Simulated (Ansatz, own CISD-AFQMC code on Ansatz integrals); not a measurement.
H4Si2, SMILES `[SiH][SiH3]` (lower singlet) (charge 0, multiplicity 1). This singlet lies 0.57 eV below the relaxed triplet at the level frozen-core CCSD(T)/cc-pVTZ // PBE0-D3(BJ)/def2-TZVP (Ansatz).

Cartesian coordinates (Å):
SMILES: [SiH][SiH3]
```xyz
6

Si     1.7375     0.4621    -0.5544
Si    -0.5525     0.1889     0.0360
H      2.0156    -0.8697     0.1385
H     -1.4183     1.3660    -0.2485
H     -0.7582    -0.2094     1.4581
H     -1.0241    -0.9379    -0.8298
```
Charge 0, multiplicity 1.

Frozen-core correlation energies in cc-pVDZ at a geometry from PBE0-D3(BJ)/def2-TZVP, on an HF energy of -580.11515 Ha (<S^2> = 0.00, restricted and unstable towards unrestricted orbitals). Wave-function levels are from Ansatz, the walk from an own CISD-AFQMC code on Ansatz integrals (time step 0.005/Ha, trial state from CCSD amplitudes, largest double 0.09).

| level | correlation energy (mHa) |
|---|---|
| MP2 | -187.2 |
| CCSD | -236.0 |
| CCSD(T) | -242.1 |
| CCSDT(Q) | -243.7 |

Task: What correlation energy does phaseless AFQMC give, and where does it lie among these levels?

Result: -243.8 ± 0.3 mHa (one standard error). AFQMC minus each level: MP2 -56.6 mHa, CCSD -7.8 mHa, CCSD(T) -1.7 mHa, CCSDT(Q) -0.1 mHa.
